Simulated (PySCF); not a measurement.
## Distorted geometries of Lu(OH)3

Lu(OH)3 (singlet in the valence; each metal's 4f electrons, 14 of them, lie in its core potential, out of spins and levels). PySCF 2.14.0, RKS PBE0, Lu lcecp-1-SVP with ECP60, O def2-SVP, H def2-SVP; non-relativistic Hamiltonian with scalar-relativistic core potentials where named; density fitting; no spin-orbit coupling. Relaxed geometry:

```xyz
7

Lu    0.0000    0.0000    0.1375
O     1.9972    0.0000    0.1435
H     2.9512    0.0000    0.1497
O    -0.9986    1.7296    0.1435
H    -1.4756    2.5559    0.1497
O    -0.9986   -1.7296    0.1435
H    -1.4756   -2.5559    0.1497
```

Q: Order these distorted geometries by energy above the relaxed one, lowest first.
A.
```xyz
7

Lu    0.0615    0.0126    0.1613
O     2.0090   -0.0154    0.1604
H     2.8637    0.0809    0.1413
O    -1.0926    1.7571    0.0039
H    -1.5178    2.4803    0.2004
O    -0.9440   -1.6970    0.2453
H    -1.3797   -2.6185    0.1047
```
B.
```xyz
7

Lu   -0.0277    0.2311    0.0756
O     1.9951   -0.0754    0.0976
H     2.8851    0.1374    0.2904
O    -0.8532    1.6408    0.0500
H    -1.3583    2.5514    0.2231
O    -1.0949   -1.8703    0.1250
H    -1.5461   -2.6150    0.1554
```
C.
```xyz
7

Lu   -0.0945   -0.0488    0.1669
O     2.0381    0.0768    0.1391
H     2.9347    0.0464    0.1904
O    -0.9106    1.7353    0.1279
H    -1.3855    2.5479    0.1140
O    -0.9513   -1.8521    0.1545
H    -1.6309   -2.5056    0.1245
```

A: C (0.38 eV), A (0.92 eV), B (3.95 eV).

Q: Which forces (eV/Å) act in the one that lies 0.92 eV up?

A: 
```
Lu  -2.21  1.38 -0.16
O   -6.26 -0.70  0.15
H    7.49  0.74 -0.15
O    4.62 -7.42 -1.29
H   -3.66  6.19  1.49
O   -1.37 -3.13 -0.58
H    1.38  2.94  0.55
```
Forces carry noise of the integration grid, about 0.01 to 0.03 eV/Å.

An lcecp potential fixes the number of 4f electrons, so in runs with it no electron can move into or out of that shell.
